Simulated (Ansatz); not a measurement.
`Cl[Si]1(I)CO1` + H₂ → `I[SiH]1CO1` + HCl at 600 K and 1 bar (hydrogenolysis of the Si–Cl bond).

Isolated molecules relaxed with PBE0-D4/def2-TZVP in Ansatz; ΔE leaves out vibrations. CBS: MP2 limit from def2 TZ/QZ plus the TZ coupled-cluster correction, frozen cores. This one scheme is used for every species. Elements past krypton have def2 core potentials. For I outer-core shells are correlated without core-valence functions, which leaves a few kJ/mol of doubt a bond.

```csv
species,CCSD(T)/CBS energy (Eh),H − E (kJ/mol),S (J/(mol·K))
`Cl[Si]1(I)CO1`,-1160.80102,139.7,423.2
H₂,-1.17544,43.9,150.8
`I[SiH]1CO1`,-701.56659,149.8,383.3
HCl,-460.38127,35.4,207.2
```

H − E and S are ideal-gas, rigid-rotor, harmonic terms from PBE0-D4/def2-TZVP, for one conformer and one mirror image of each species. For small species the MP2-based limit differs from directly extrapolated CCSD(T) by up to some mEh (0.8 for H₂); such offsets cancel only in part. 1 Eh = 2625.50 kJ/mol, R = 8.31446 J/(mol·K).

**Question.** By hand: ΔE, ΔH, ΔS and ΔG.

**Answer.** ΔE = (-701.56659) + (-460.38127) − (-1160.80102) − (-1.17544) = 0.02860 Eh = 75.1 kJ/mol. Δ(H − E) = 149.8 + 35.4 − 139.7 − 43.9 = 1.6, so ΔH = 76.7 kJ/mol. ΔS = 383.3 + 207.2 − 423.2 − 150.8 = 16.5 J/(mol·K). ΔG = 76.7 − 600 × (16.5)/1000 = 66.8 kJ/mol.

**Question.** By hand: the equilibrium constant, and the temperature at which ΔG would vanish if ΔH and ΔS stayed fixed.

**Answer.** log₁₀ K = −ΔG/(RT ln 10) = -5.8. ΔG = 0 at ΔH/ΔS = 4648 K, far beyond where these terms or the molecules hold.

ΔH outweighs TΔS. A doubt of 5 kJ/mol in ΔE shifts log₁₀ K by 0.4 here. Other conformers and mirror images would add mixing entropy, several J/(mol·K) or more a flexible species. These are equilibria of isolated gas molecules and say nothing of rates. Largest T1 diagnostic: 0.012 (customary marks: 0.02 for closed shells, 0.045 for open ones).
